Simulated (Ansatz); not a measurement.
Consider the formal hydrolysis of a C–F bond: `B/C=C/CF` + H₂O → `B/C=C/CO` + H–F.

Computed with Ansatz on PBE0-D4/def2-TZVP structures; ΔE is electronic, products minus reactants. CBS: MP2 limit from def2 TZ/QZ plus the TZ coupled-cluster correction, frozen cores. This one scheme is used for every species. Double bonds are as drawn, so ΔE can hold a change between cis and trans. Functionals use def2-TZVPP. One conformer a species, not always the lowest.

```csv
level,ΔE (kcal/mol)
PBE0-D4,1.3
HF/def2-TZVPP,2.9
```

(1) What does CCSD(T)/CBS give? (An estimate is asked.)

Largest T1 diagnostic among the species: 0.011.

Results:

(1) Computed: +0.6 kcal/mol. The listed levels differ from it by 0.7, 2.3 kcal/mol.

In def2-TZVPP, CCSD(T) changes the Hartree–Fock value by −2.2 kcal/mol (the triples alone add −0.3 kcal/mol) and MP2 by −3.1 kcal/mol.
